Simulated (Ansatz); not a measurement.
Input for Ansatz (a quantum-chemistry and plane-wave program): R-r2SCAN/def2-TZVPP on GeH2IN (SMILES [NH2][Ge][I]), a point of a torsion scan. Elements past Kr take the def2 small-core potentials; no spin–orbit coupling.

Ansatz 0.2 input:
```yaml
crystal:
  periodic: [false, false, false]
  atoms:
    - {symbol: N, position_ang: [-0.89564547, -0.08558547, -0.18746610]}
    - {symbol: Ge, position_ang: [0.66252329, -1.05191048, -0.31827395]}
    - {symbol: I, position_ang: [0.87629790, -0.96475256, -2.88295781]}
    - {symbol: H, position_ang: [-1.02831256, 0.86303976, -0.51013726]}
    - {symbol: H, position_ang: [-1.37468081, -0.15407209, 0.70269367]}
basis:
  gaussian:
    orbitals: def2-TZVPP
hamiltonian:
  xc: {name: r2SCAN}
scf: {lower_state_search: off}
```

The head of its log:

```
WARN ansatz: RAYON_NUM_THREADS=1 ignored (pool sized by the plan → 1); use --threads N
Functional definition: r2SCAN
these checks for a lower state are left out or cut short: stability, starts, cluster_reference, orbital_swaps, neighbouring_geometries, increment
integrals: 0.08 GiB planned
998 factors; their error is unknown
mean field: 0.52 GiB planned
mean field evaluation 1: about -66137.1087 eV, gradient 6.9e1 eV
mean field evaluation 2: about -66081.8849 eV, gradient 1.4e2 eV
```

**Question.** Give the final energy of this run.

**Answer.** -2430.8212 hartree.
